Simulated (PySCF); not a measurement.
Ge(F)2(Br)(Vi), SMILES C=[CH][Ge]([F])([F])[Br], PBE0/def2-SVP optimised geometry.

```
9

C     -0.35    -2.22    -2.44
C     -1.24    -1.75    -1.57
Ge    -0.65    -0.84     0.00
F      1.08    -0.84     0.00
F     -1.08     0.84     0.00
Br    -1.37    -1.70     1.98
H      0.73    -2.09    -2.29
H     -0.67    -2.74    -3.35
H     -2.32    -1.87    -1.72
```

Density from PBE0/def2-TZVP run with PySCF at that geometry.

Minimum of the electron density along straight lines between bonded atoms, close to the bond critical point (lines longer than 1.1 times the sum of covalent radii, or with two minima, are not listed):

| bond | length / Å | ρ at the minimum / e bohr⁻³ | ∇²ρ there / e bohr⁻⁵ | position (fraction from the first atom) |
|---|---|---|---|---|
| C1–C2 | 1.335 | 0.347 | -1.04 | 0.50 |
| C2–Ge3 | 1.911 | 0.141 | (withheld) | 0.53 |
| Ge3–F4 | 1.727 | 0.146 | 0.84 | 0.48 |
| Ge3–F5 | 1.726 | 0.147 | 0.85 | 0.48 |
| Ge3–Br6 | 2.274 | (withheld) | (withheld) | 0.43 |
| C1–H7 | 1.095 | 0.281 | -1.00 | 0.65 |
| C1–H8 | 1.095 | 0.279 | -0.98 | 0.65 |
| C2–H9 | 1.095 | 0.277 | -0.96 | 0.65 |

Problem. Some entries are withheld; supply them.

Solution. 
- C2–Ge3, ∇²ρ there / e bohr⁻⁵: 0.09
- Ge3–Br6, ρ at the minimum / e bohr⁻³: 0.100
- Ge3–Br6, ∇²ρ there / e bohr⁻⁵: 0.06
